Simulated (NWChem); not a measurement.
C2H5FOSi; SMILES [SiH2](OC=C)F

```xyz
10

C      0.3765    -2.7425     0.0336
C     -0.2134    -1.5802    -0.2342
O     -0.0274    -0.4714     0.5258
Si    -0.5260     1.0748     0.1986
F      0.5321     1.8026    -0.7861
H      1.0554    -2.8477     0.8824
H      0.1818    -3.6065    -0.6022
H     -0.8977    -1.4632    -1.0863
H     -1.8312     1.0407    -0.5117
H     -0.5356     1.7954     1.4886
```
Atoms are numbered in this order, from 1.

All runs: NWChem. Pople sets run with spherical d functions. All runs use the structure optimised with PBE0/def2-SVP. Level: M06-2X/6-31G* with SMD (1 M gas to 1 M solution), gas-phase geometry. Reactions with the solvent are ignored.

For solvent benzene:

| Property | Result |
|---|---|
| solvation free energy (kcal/mol) | -2.3 |
| cavity-dispersion-structure term (kcal/mol) | -0.3 |
| dipole in solution (D) | 1.68 |

Task: How do the values read with solvent ethylene glycol instead?

Result: The solvation free energy (kcal/mol) is -0.2 and the cavity-dispersion-structure term (kcal/mol) is 4.2. The dipole in solution (D) comes out as 1.90.
